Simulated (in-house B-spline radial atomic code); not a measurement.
## TDHF excitations of Ar

Method: TDHF. Computed with an all-electron radial atomic-structure program (B-spline basis): linear response of the closed shell [Ne] 3s2 3p6 with bare exchange (time-dependent Hartree-Fock); scalar-relativistic (spin-free one-electron X2C), finite nucleus, no spin-orbit coupling, no double excitations, S, P, D and F terms only. Only terms of natural parity with L up to 3 were computed.

Command:
```bash
python run_td.py task.json out
```
Settings (radii: box in bohr, nucleus in fm):
```
Z                        18
electrons                18
configuration            [Ne] 3s2 3p6
hamiltonian              x2c
method                   hf
box_radius               75
rms_radius               3.4274
intervals                78
```

Run time, properties included: 0.8 s on 1 thread of Intel(R) Xeon(R) Platinum 8559C (Emerald Rapids) (shared host).

The lowest states, in the order of their Tamm-Dancoff energies; the method's threshold (minus the highest occupied level) is 16.064 eV. Labels give the largest channel, * marks a mixed state, and oscillator strengths are full-response dipole values. Energies in eV:

```json
{"state": "3p → 4s 3P", "full response": "11.820", "Tamm-Dancoff": "11.844", "oscillator strength": "-"}
{"state": "3p → 4s 1P", "full response": "12.168", "Tamm-Dancoff": "12.175", "oscillator strength": "0.319"}
{"state": "3p → 4p 3S", "full response": "12.948", "Tamm-Dancoff": "12.992", "oscillator strength": "-"}
{"state": "3p → 4p 3D", "full response": "13.329", "Tamm-Dancoff": "13.351", "oscillator strength": "-"}
{"state": "3p → 4p 1D", "full response": "13.465", "Tamm-Dancoff": "13.468", "oscillator strength": "-"}
{"state": "3p → 4p 1S", "full response": "?", "Tamm-Dancoff": "?", "oscillator strength": "-"}
{"state": "3p → 3d 3P", "full response": "13.986", "Tamm-Dancoff": "14.017", "oscillator strength": "-"}
{"state": "3p → 3d 3F", "full response": "?", "Tamm-Dancoff": "?", "oscillator strength": "-"}
{"state": "3p → 5s 3P", "full response": "14.371", "Tamm-Dancoff": "14.376", "oscillator strength": "-"}
{"state": "3p → 3d 1F", "full response": "14.392", "Tamm-Dancoff": "14.397", "oscillator strength": "-"}
```

Q: Where does 3p → 4p 1S lie?

A: At 13.751 eV in full response, 13.788 eV in Tamm-Dancoff.

Q: Where does 3p → 3d 3F lie?

A: At 14.099 eV in full response, 14.195 eV in Tamm-Dancoff.

Q: How large is the singlet-triplet splitting of 3p → 4s (P terms) in Tamm-Dancoff?

A: 0.332 eV, from the unrounded values.

Q: What polarisabilities and dispersion coefficient does the method give?

A: Dipole 10.77 bohr³, quadrupole 50.12 bohr⁵, C6 62.1 hartree·bohr⁶ for two such species. Recommended dipole value: 11.083 ± 0.007 bohr³ (Schwerdtfeger and Nagle, table of static dipole polarizabilities (2023 update)), which includes relativity and correlation.
